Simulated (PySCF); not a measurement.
Structure with atom numbers: `[O:1]=[C:2]([F:3])[c:4]1[cH:5][c:6]([SiH3:7])[cH:8][o:9]1`; H(Xn) means a hydrogen on atom n.

[PySCF 2.14: structure optimised with GFN2-xTB; PBE0/pcSseg-1 with gauge-including orbitals; isolated molecule; one computed conformer; relativity neglected; one averaged value for each set of equivalent atoms]

Scale: 13C (σ = 186.93 ppm), 1H (σ = 31.72 ppm), 29Si (σ = 349.16 ppm) vs TMS; 17O (σ = 336.08 ppm) against H2O; CFCl3 for 19F (σ = 170.95 ppm) (reference shieldings calculated alike).

```tsv
atoms	nucleus	count	δ (ppm)
O1	17O	1	423.8
Si7	29Si	1	-83.9
H(C8)	1H	1	7.85
H(Si7)	1H	3	?
H(C5)	1H	1	7.74
C5	13C	1	139.4
C6	13C	1	117.8
C4	13C	1	146.8
O9	17O	1	?
C2	13C	1	?
F3	19F	1	21.5
C8	13C	1	?
```

Q: Fill in the missing shifts.

A: 
- C8: 162.1 ppm, aromatic CH next to the ring oxygen
- C2: 155.6 ppm, carbonyl carbon
- H(Si7): 4.54 ppm, hydrogen on a silicon bonded to C
- O9: 326.0 ppm, aromatic ring oxygen

Shifts are as computed. Against solution values, carbons near 30 ppm lie about +3 ppm off and those near 130 ppm about +5 ppm. Of 1211 compounds with measured shifts, 218 miss one by over three times the rms of a fit or turn the order of signals round; such compounds aren't used in these exercises. Unscaled 19F shifts against computed CFCl3 carry errors that often reach 10 to 50 ppm. Unscaled 17O shifts of doubly bonded oxygen tend to come out too high, by tens of ppm or more. Experimental scales use liquid or dissolved standards, which lie at an offset from isolated H2O (liquid H2O: subtract about 36 ppm).
